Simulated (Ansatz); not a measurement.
## Abstraction of Cl: InH2Cl + SiCl3 → InH2 + SiCl4

Species: InH2Cl `[Cl][InH2]`, singlet; SiCl3 `Cl[Si](Cl)Cl`, doublet; InH2 `[InH2]`, doublet; SiCl4 (silicon tetrachloride) `Cl[Si](Cl)(Cl)Cl`, singlet. A radical takes Cl: the energy is the difference in strength between the In–Cl bond broken and the Si–Cl bond made.

Shapes, held fixed at every level: PBE0-D4/def2-TZVP. Programs: Ansatz 0.2.0. The zero-point and thermal change to 298 K, harmonic and unscaled (PBE0-D4/def2-TZVP), is -3.0 kJ/mol.

```
              level                    kind  ΔH(298 K) (kJ/mol)  less CCSD(T)/def2-TZVPP  CPU time (sum over the molecules)
      HF/def2-TZVPP            Hartree–Fock               -31.6                    +13.0                                  –
B3LYP-D4/def2-TZVPP           global hybrid               -41.8                     +2.8                               29 s
 wB97M-V/def2-TZVPP  range-separated hybrid               -51.9                     -7.3                               67 s
  B2PLYP/def2-TZVPP           double hybrid               -38.7                     +5.9                               29 s
   CCSD(T)/def2-SVP   coupled cluster or CI               -47.4                     -2.8                               11 s
      CCSD/def2-SVP   coupled cluster or CI               -46.9                     -2.3                                  –
 CCSD(T)/def2-TZVPP   coupled cluster or CI               -44.6                      0.0                            3.4 min
```

The highest level, CCSD(T)/def2-TZVPP, gives ΔH(298 K) = -44.6 kJ/mol; the levels span -51.9 to -31.6. The column of differences is taken from that level and isn't an error. No measured value is set beside it here. Open shells run unrestricted. For atoms past krypton def2 sets carry core potentials with scalar relativity. Outer-core shells of In are correlated, in sets that cover them unevenly. Times are processor times on shared x86 and Arm servers, and rough.
